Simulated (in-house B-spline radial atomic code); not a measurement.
Cu. Computed with a B-spline radial atomic code. Model: non-relativistic spherical atom: semilocal Troullier-Martins pseudo-atom, one channel per l, against all electrons, high spin, G0W0 and RPA with empty states to l = 8, local potential for every l without a channel, a model core (radius 0 = none) keeps its share of the functional.

The core holds an angular momentum without a channel of its own, so the local potential lets valence electrons into it.

What the tables leave out is listed at the end.

The pseudopotential gives back the lowest level of each angular momentum of its own functional in the configuration it was made in; a second state of the same l is only approximately right. Exact exchange, RPA and GW see the smooth pseudo-orbitals and miss the exchange with the core, for which the functional's share stands in. The column with an uncorrelated core keeps all orbitals and exact exchange, and so separates missing core correlation from pseudisation. Only the three outermost levels and the lowest empty one were computed. RPA here is direct RPA, with no exchange kernel, and its energies carry an (l + 1/2)⁻⁴ tail. A hybrid on a potential with a model core restores only its own semilocal share of the core's exchange.

Command:
```bash
python run_psgw.py task.json out
```
Settings (lengths in bohr, energies in hartree):
```
Z                      29
electrons              29
configuration          [Ar] 3d10 4s1
generated_in           [Ar] 3d10 4s1
functional             pbe,pbe
core_shells            5
radius_factor          0.8
core_correction        False
ion_configuration      [Ar] 3d10
```

Run time, properties included: 54 s on 1 thread of Arm Neoverse N1 (shared host).

Given: made with PBE; model core radius 0 bohr; local radius 1.511 bohr; mean-field start Hartree-Fock.

Valence shells of the generating configuration: 3d, 4s.

Channel: s 1.86, d 1.45 (radii in bohr).

Computed: largest level miss in the spin-unpolarised generating configuration 0 eV; valence RPA correlation energy pseudo -1.1883 hartree; pseudo-atom RPA polarisability 28.386 bohr³; ionisation by mean-field all-electron 6.422 eV; ionisation by mean-field pseudo minus all 0.74 eV; ionisation by RPA all-electron 7.4769 eV; ionisation by RPA pseudo minus all 1.74 eV.

```csv
level,occupied,mean-field all-electron (eV),mean-field pseudo minus all (eV),G0W0 all-electron (eV),G0W0 uncorrelated core minus all (eV),G0W0 pseudo minus all (eV),exchange self-energy all-electron (eV),exchange self-energy pseudo (eV)
4s up,1,-6.5206,-0.834,-7.3843,-0.011,-1.587,-9.1085,-9.6886
3d up,1,-13.308,2.884,-11.165,-0.09,0.645,-46.482,-28.888
3d down,1,-13.424,2.884,-11.159,-0.095,0.706,-47.128,-29.427
```

Question: What is the valence RPA correlation energy all-electron orbitals?

Answer: -0.5913 hartree.

Question: What is the all-electron RPA polarisability, core included?

Answer: 25.07 bohr³.

Among the listed levels the largest G0W0 shift of the pseudo-atom is -1.59 eV, for 4s up on the Hartree-Fock start, while leaving the core uncorrelated moves that level by -0.01 eV. So pseudisation and the lost core exchange, not the missing core correlation, make the error. Not in the tables (levels of low weight, unsolved or above zero; the highest and the empty levels are kept at any weight): the PBE start was refused, since an empty level lay at or below an occupied one; the PBE0 start was refused, since an empty level lay at or below an occupied one.
